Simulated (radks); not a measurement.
Results of a calculation; reference values are marked as such.
Neutral technetium, configuration [Kr] 4d5 5s2 (the NIST ground configuration).

Code: a radial shooting solver on a logarithmic mesh with Libxc functionals. Model: non-relativistic Kohn-Sham, PBE, spin-polarised, spherical densities, point nucleus; open shells are filled with parallel spins first (spin-orbit coupling, left out, can overturn this in heavy ions); relativity is left out, which matters for an element this heavy.

Energy parts (hartree):
part                        energy
total                  -4206.40712
kinetic                 4204.48680
electron-nucleus      -10010.92795
Hartree                 1725.97211
exchange-correlation    -125.93809

Orbitals (lengths in bohr, moments of r in powers of bohr; r(90%) holds 90 % of the orbital's charge):
1s up: occ. 1; eigenvalue (hartree) -746.7034; <1/r> 42.48; <r^2> 0.001681; r(90%) 0.0631
1s down: occ. 1; eigenvalue (hartree) -746.7036; <1/r> 42.48; <r^2> 0.001681; r(90%) 0.0631
2s up: occ. 1; eigenvalue (hartree) -104.6669; <1/r> 9.594; <r^2> 0.02813; r(90%) 0.238
2s down: occ. 1; eigenvalue (hartree) -104.6428; <1/r> 9.595; <r^2> 0.02813; r(90%) 0.238
2p up: occ. 3; eigenvalue (hartree) -96.63258; <1/r> 9.589; <r^2> 0.02139; r(90%) 0.215
2p down: occ. 3; eigenvalue (hartree) -96.61503; <1/r> 9.590; <r^2> 0.02139; r(90%) 0.215
3s up: occ. 1; eigenvalue (hartree) -18.16036; <1/r> 3.345; <r^2> 0.2090; r(90%) 0.630
3s down: occ. 1; eigenvalue (hartree) -18.14886; <1/r> 3.345; <r^2> 0.2089; r(90%) 0.630
3p up: occ. 3; eigenvalue (hartree) -15.04214; <1/r> 3.255; <r^2> 0.2066; r(90%) 0.636
3p down: occ. 3; eigenvalue (hartree) -15.02862; <1/r> 3.255; <r^2> 0.2064; r(90%) 0.635
3d up: occ. 5; eigenvalue (hartree) -9.32030; <1/r> 3.082; <r^2> 0.1904; r(90%) 0.635
3d down: occ. 5; eigenvalue (hartree) -9.29886; <1/r> 3.082; <r^2> 0.1901; r(90%) 0.634
4s up: occ. 1; eigenvalue (hartree) -2.59120; <1/r> 1.246; <r^2> 1.343; r(90%) 1.58
4s down: occ. 1; eigenvalue (hartree) -2.47034; <1/r> 1.256; <r^2> 1.329; r(90%) 1.58
4p up: occ. 3; eigenvalue (hartree) -1.68406; <1/r> 1.131; <r^2> 1.612; r(90%) 1.76
4p down: occ. 3; eigenvalue (hartree) -1.55685; <1/r> 1.139; <r^2> 1.603; r(90%) 1.75
4d up: occ. 5; eigenvalue (hartree) -0.30854; <1/r> 0.8071; <r^2> 3.377; r(90%) 2.67
4d down: occ. 0; eigenvalue (hartree) -0.18680; <1/r> 0.7763; <r^2> 3.998; r(90%) 2.95
5s up: occ. 1; eigenvalue (hartree) -0.19273; <1/r> 0.3876; <r^2> 12.56; r(90%) 4.95
5s down: occ. 1; eigenvalue (hartree) -0.15025; <1/r> 0.3503; <r^2> 15.16; r(90%) 5.48

The highest occupied level is 5s down at -4.089 eV. The configuration is held as typed, so some empty levels lie below it. Virial ratio -V/T = 2.00046. Spin moment in Bohr magnetons: 5. The density falls to 0.001 e/bohr^3 at r = 4.81 bohr. The electron density at the nucleus is 5.554e+04 e/bohr^3. Summed over all electrons, <r^2> = 60.67 bohr^2, which gives a Langevin (diamagnetic) susceptibility term of -48 x 10^-6 cm^3/mol. The spin density at the nucleus is -0.122 e/bohr^3 (1s -0.013, 2s -0.600, 3s 0.233, 4s -1.592, 5s 1.849).
